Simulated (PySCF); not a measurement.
Te(I)(Et) (C2H5ITe), SMILES CC[Te]I. Atoms are numbered in the order given.

```xyz
9

Te    -0.6612    -0.3606     0.9875
I      1.1371     0.9050    -0.6036
C     -1.1466    -1.9227    -0.4366
C     -1.8320    -1.4427    -1.6955
H     -1.7857    -2.5962     0.1591
H     -0.2055    -2.4528    -0.6397
H     -1.1951    -0.7392    -2.2532
H     -2.7821    -0.9352    -1.4736
H     -2.0452    -2.2968    -2.3596
```

Coordinates come from a PBE0-D3(BJ)/def2-SVP optimisation. The def2 effective core potentials stand for the cores of I, Te; spin–orbit coupling is left out. Other conformers were not sampled.

All values below come from B3LYP/def2-TZVP (PySCF).

ESP charges are fitted to the potential on shells at 1.4 to 2.0 van der Waals radii. Atomic charges (e):

| atom | ESP fit | Mulliken |
|---|---|---|
| Te1 | ? | 0.16 |
| I2 | ? | -0.16 |
| C3 | -0.15 | -0.31 |
| C4 | -0.16 | -0.30 |
| H5 | 0.15 | 0.12 |
| H6 | 0.07 | 0.14 |
| H7 | ? | 0.13 |
| H8 | ? | 0.12 |
| H9 | ? | 0.11 |

### Question
What belongs in the gaps? (An estimate is asked for; the answer gives what the named calculation found.)

### Answer

- Te1, ESP fit: -0.03
- I2, ESP fit: -0.08
- H7, ESP fit: 0.06
- H8, ESP fit: 0.06
- H9, ESP fit: 0.07

### Question
Give the Mayer and Wiberg (Löwdin basis) orders of the bonds. (The exact figures need the calculation; the answer reports its results.)

### Answer

```
bond    Mayer  Wiberg
------  -----  ------
Te1–I2   1.08    1.53
Te1–C3   1.02    1.31
C3–C4    0.96    1.38
C3–H5    0.94    0.88
C3–H6    0.95    0.88
C4–H7    0.97    0.90
C4–H8    0.97    0.91
C4–H9    0.96    0.90
```
